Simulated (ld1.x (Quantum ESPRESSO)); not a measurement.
Building the RRKJ potential for oxygen (PBEsol, scalar-relativistic).

ld1.x (Quantum ESPRESSO) 7.5 input, shortened:

```
&input
   title='O', zed=8., rel=1, dft='PBESOL', iswitch=3,
   config='[He] 2s2 2p3'
 /
 &inputp
   pseudotype=2, tm=.false., lloc=1,
   nlcc=.true., new_core_ps=.true., rcore=0.70
 /
2
2S  1  0   2.00   0.00  0.75  0.75  0.0
2P  2  1   3.00   0.00  1.55  1.55  0.0
 &test
   configts(1)='2s2 2p3'
 /
```

All-electron outer shells of the reference configuration (PBEsol, scalar-relativistic, ld1.x):

| shell | level (eV) | outermost node (bohr) | outermost maximum (bohr) |
| --- | --- | --- | --- |
| 2s | -39.48 | 0.28 | 0.86 |
| 2p | -24.36 | – | 0.79 |

Results:

| Item | Value |
| --- | --- |
| Cutoffs needed | 110 Ry and 160 Ry (the cutoffs (Ry, on a coarse ladder) from which the occupation-weighted sum of valence levels, in a spherical-Bessel basis at the reference potential, stays within 10 and 1 mRy of its value at 400 Ry) |
| Ghost test | no extra level below or beside the all-electron valence levels (s, p, d, f tested) (spherical-Bessel basis up to 400 Ry, 20 bohr box) |
| Largest excitation error | +1780 meV (all-electron minus pseudo) for 2s2 2p0, out of 7 test configurations |

Generation and tests took about 1.3 s on one core of a shared server CPU.
